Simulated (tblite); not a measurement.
Compound: C4H8BNSi.
SMILES with atom numbers: `[BH3-:1][N+:2]#[C:3][SiH2:4][CH2:5][C:6]#[CH:7]` (hydrogens: H8, H9, H10 on B1; H11, H12 on Si4; H13, H14 on C5; H15 on C7)
Bond orders are those of one Lewis drawing.

Computed with GFN2-xTB (tblite), gas phase: L-BFGS steps from a force-field or distance-geometry start until the largest atomic force falls under 0.01 eV/Å.

Step 123: E = -501.2144 eV
```
atom  x, y, z in Å  |  force x, y, z in eV/Å
B1      3.1174    0.6853    0.1111    0.009  -0.001  -0.006
N2      1.8497    0.0206    0.2948   -0.001   0.013  -0.003
C3      0.8350   -0.5112    0.4443   -0.004  -0.012  -0.007
Si4    -0.7874   -1.3787    0.6903   -0.007  -0.012   0.013
C5     -1.9745   -0.7365   -0.6645    0.008  -0.014   0.007
C6     -2.1674    0.6901   -0.5655   -0.003   0.002  -0.001
C7     -2.3153    1.8729   -0.4595    0.007   0.006  -0.002
H8      3.9272   -0.1823   -0.0179    0.003   0.004   0.004
H9      3.2968    1.3346    1.0960    0.001  -0.004   0.001
H10     3.0086    1.3591   -0.8673   -0.009  -0.004   0.001
H11    -0.5570   -2.8142    0.5032    0.007   0.007   0.008
H12    -1.2606   -1.0348    2.0316   -0.003  -0.006  -0.009
H13    -1.5821   -0.9738   -1.6564    0.014   0.008  -0.014
H14    -2.9436   -1.2326   -0.5730   -0.015  -0.006   0.007
H15    -2.4511    2.9096   -0.3889   -0.007   0.019   0.001
```

Step 124: E = -501.2144 eV
```
atom  x, y, z in Å  |  force x, y, z in eV/Å
B1      3.1165    0.6852    0.1103    0.004   0.000  -0.007
N2      1.8495    0.0193    0.2954   -0.003   0.010  -0.002
C3      0.8353   -0.5133    0.4456   -0.004  -0.012  -0.006
Si4    -0.7880   -1.3797    0.6917   -0.003  -0.007   0.012
C5     -1.9725   -0.7363   -0.6646    0.003  -0.006   0.005
C6     -2.1652    0.6905   -0.5653   -0.008   0.025   0.001
C7     -2.3151    1.8733   -0.4584    0.010  -0.016  -0.006
H8      3.9273   -0.1811   -0.0197    0.005   0.001   0.005
H9      3.2958    1.3353    1.0946    0.003  -0.004   0.004
H10     3.0054    1.3587   -0.8680   -0.009  -0.002  -0.002
H11    -0.5587   -2.8151    0.5042    0.008   0.005   0.010
H12    -1.2628   -1.0342    2.0320   -0.001  -0.008  -0.009
H13    -1.5779   -0.9729   -1.6560    0.010   0.008  -0.012
H14    -2.9423   -1.2318   -0.5752   -0.009  -0.004   0.005
H15    -2.4518    2.9102   -0.3885   -0.005   0.010   0.002
```

Step 125: E = -501.2145 eV
```
atom  x, y, z in Å  |  force x, y, z in eV/Å
B1      3.1161    0.6838    0.1087   -0.007   0.002  -0.005
N2      1.8496    0.0175    0.2971    0.000   0.006  -0.002
C3      0.8357   -0.5154    0.4492   -0.008  -0.012  -0.003
Si4    -0.7890   -1.3803    0.6945    0.007   0.006   0.005
C5     -1.9691   -0.7350   -0.6646    0.001  -0.001   0.003
C6     -2.1649    0.6914   -0.5638   -0.011   0.052   0.004
C7     -2.3174    1.8741   -0.4575    0.012  -0.042  -0.009
H8      3.9277   -0.1810   -0.0229    0.007  -0.005   0.006
H9      3.2965    1.3352    1.0919    0.005  -0.003   0.006
H10     3.0014    1.3560   -0.8697   -0.008   0.002  -0.006
H11    -0.5596   -2.8150    0.5058    0.007  -0.003   0.011
H12    -1.2670   -1.0339    2.0331   -0.001  -0.008  -0.003
H13    -1.5689   -0.9678   -1.6547    0.005   0.004  -0.012
H14    -2.9385   -1.2322   -0.5806   -0.005  -0.004   0.001
H15    -2.4572    2.9107   -0.3884   -0.004   0.007   0.003
```

**Question.** Estimate the geometry and energy of step 126. (The exact step hangs on the optimiser's Hessian estimate; all steps are aligned on step 125, rigid shifts and turns removed.)

**Answer.** E = -501.2146 eV, largest force 0.026 eV/Å
```
atom  x, y, z in Å  |  force x, y, z in eV/Å
B1      3.1143    0.6836    0.1071   -0.013   0.002  -0.002
N2      1.8484    0.0165    0.2988    0.001   0.002  -0.002
C3      0.8354   -0.5175    0.4528   -0.007  -0.008  -0.001
Si4    -0.7903   -1.3814    0.6971    0.013   0.011  -0.003
C5     -1.9663   -0.7342   -0.6646   -0.003   0.004  -0.001
C6     -2.1634    0.6922   -0.5630   -0.007   0.025   0.004
C7     -2.3158    1.8748   -0.4569    0.007  -0.021  -0.008
H8      3.9268   -0.1800   -0.0262    0.005  -0.006   0.008
H9      3.2959    1.3361    1.0894    0.005  -0.004   0.003
H10     2.9957    1.3545   -0.8716   -0.007   0.005  -0.008
H11    -0.5597   -2.8156    0.5071    0.005  -0.007   0.012
H12    -1.2711   -1.0357    2.0345   -0.001  -0.007   0.001
H13    -1.5615   -0.9646   -1.6535   -0.002   0.001  -0.007
H14    -2.9360   -1.2323   -0.5847    0.003   0.000  -0.003
H15    -2.4569    2.9114   -0.3883   -0.002   0.003   0.004
```

The energy changes by -0.0001 eV. The first-order estimate −F·Δx gives -0.0001 eV and the mean of the old and new forces, exact on a quadratic surface, -0.0001 eV. The step makes an angle of 85° with the force vector and moves no atom by more than 0.008 Å.

What follows is the cost of the whole relaxation. Time: 0.64 s wall. Hardware: Arm Neoverse V2, one thread, no GPU, on a shared host.
